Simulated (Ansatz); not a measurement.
Relaxation of the cluster CrF₃ with UKS PBE-D4/def2-TZVP.

```sh
$ ansatz run in.yaml --threads 4 --pin off --events-out ev --progress --plain --max-ram 3916MiB
```

```yaml
crystal:
  periodic: [false, false, false]
  atoms:
    - {symbol: Cr, position_ang: [0.015580, 0.093730, 0.117140]}
    - {symbol: F, position_ang: [-0.780610, 1.421940, -0.156780]}
    - {symbol: F, position_ang: [0.927760, -0.578430, 1.207500]}
    - {symbol: F, position_ang: [-0.162720, -0.937240, -1.167850]}
basis:
  gaussian: {orbitals: def2-TZVP}
magnetization: {spin_polarized: true, initial_magnetization: 1}
hamiltonian: {xc: pbe, dispersion: d4}
scf: {lower_state_search: "off"}
output: {orbitals: {seedname: orbitals}}
relax: {f_tol: 0.02, max_steps: 100}
```

Run time 7 s (4 threads of Arm Neoverse V2 on a shared host).

Positions (Å) and forces (eV/Å) at steps 1, 2, 3, 4, 5 of 5:

```xyz
4
step=1 energy=-36564.1788 eV
Cr    0.016    0.094    0.117   -0.361   -2.013   -2.510
F    -0.781    1.422   -0.157   -3.369    6.189   -0.636
F     0.928   -0.578    1.208    4.028   -2.469    5.275
F    -0.163   -0.937   -1.168   -0.298   -1.707   -2.130
4
step=2 energy=-36565.0212 eV
Cr    0.024    0.088    0.098   -0.181   -1.197   -1.528
F    -0.815    1.483   -0.154   -1.381    2.744   -0.016
F     0.962   -0.598    1.265    1.683   -0.841    2.433
F    -0.171   -0.973   -1.209   -0.120   -0.706   -0.889
4
step=3 energy=-36565.4085 eV
Cr   -0.001    0.000    0.000   -0.006   -0.038   -0.049
F    -0.765    1.540   -0.017   -0.140    0.278   -0.006
F     0.951   -0.469    1.354    0.173   -0.088    0.245
F    -0.185   -1.071   -1.337   -0.027   -0.152   -0.190
4
step=4 energy=-36565.4124 eV
Cr    0.000    0.000    0.000    0.001    0.002    0.002
F    -0.771    1.550   -0.019    0.015   -0.031    0.000
F     0.958   -0.474    1.362   -0.019    0.009   -0.027
F    -0.186   -1.076   -1.343    0.003    0.019    0.025
4
step=5 energy=-36565.4125 eV
Cr    0.000    0.000    0.000    0.000    0.000   -0.001
F    -0.771    1.549   -0.019    0.000    0.000    0.000
F     0.957   -0.473    1.361    0.000    0.000    0.000
F    -0.186   -1.076   -1.342    0.000    0.000    0.000
```

The charge 0 doublet is spin-contaminated (final ⟨S²⟩ up to 1.75, 0.75 for a pure state). The relaxation made no stability test and no search for a lower SCF solution. At PBE-D4/def2-TZVP a quartet of charge 0 lies 0.76 eV below the doublet, each at its own geometry. The structure comes from a short search, and lower isomers may exist.
